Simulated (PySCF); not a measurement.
Input of a run (PBE0-D3(BJ)/def2-SVP geometry optimisation, gas phase, def2 core potentials past Kr (PySCF 2.14.0)), started from GFN2-xTB:
```
{"job": {"xc": "PBE0", "basis": "def2-SVP", "d3": "d3bj", "grid": 1, "maxiter": 40, "kind": "geom"}, "charge": -2, "multiplicity": 2}
Re     0.001060    -0.000200    -0.000110
O      0.169170    -0.290260     1.753760
O      1.707240     0.282040    -0.443310
O     -0.783680     1.348590    -0.869840
O     -1.093790    -1.340170    -0.440500
```

Output (energies in Eh, forces in Eh/bohr):
```
step   0  E = -378.64781843  max force = 0.006003
step   1  E = -378.64928004  max force = 0.001825
step   2  E = -378.64943695  max force = 0.001605
step   3  E = -378.64944495  max force = 0.000544
step   4  E = -378.64944842  max force = 0.000132
optimisation converged
```

Q: Summarise the run.

A: The energy falls by 1.0 kcal/mol over 5 energy and gradient evaluations, the largest force component goes from 0.0060 to 1.3e-04 Eh/bohr, and the atoms move by 0.068 Å rms after alignment. The bond that changes most is Re1–O4 (ends: rhenium bonded to 4 O; oxygen bonded to Re), which shortens by 0.003 Å. Bonds longer at the end by more than 0.005 Å: 0 of 4; shorter: 0. Among the angles that change most is O2–Re1–O4, from 130.0° to 125.1°. The energy never rose by more than 1e-6 Eh on the way. The first step brought 90 % of the lowering.

Q: What are the final bond lengths?

A: Re1–O2 1.784 Å, Re1–O3 1.785 Å, Re1–O4 1.784 Å, Re1–O5 1.785 Å. Numbering counts from 1 in the input's order; the species is [ReO4]2-, `[O]=[Re-2](=[O])(=[O])=[O]` [radical].

The run used 88 basis functions and 39 SCF cycles in all.

Whether it is a minimum is left open (no frequencies). ⟨S²⟩ = 0.755 (exact for a doublet: 0.75). Whether so highly charged an anion holds all its electrons in the gas phase wasn't checked; a finite basis holds them in any case. The ion is multiply charged and computed without counter-ions or solvent. The geometry's basis has no diffuse functions, a weakness for an anion.

Neither the SCF state along the optimisation nor the shape of the open-shell metal species was proved the lowest: other solutions of the same spin, or a structure of lower symmetry, can lie below.
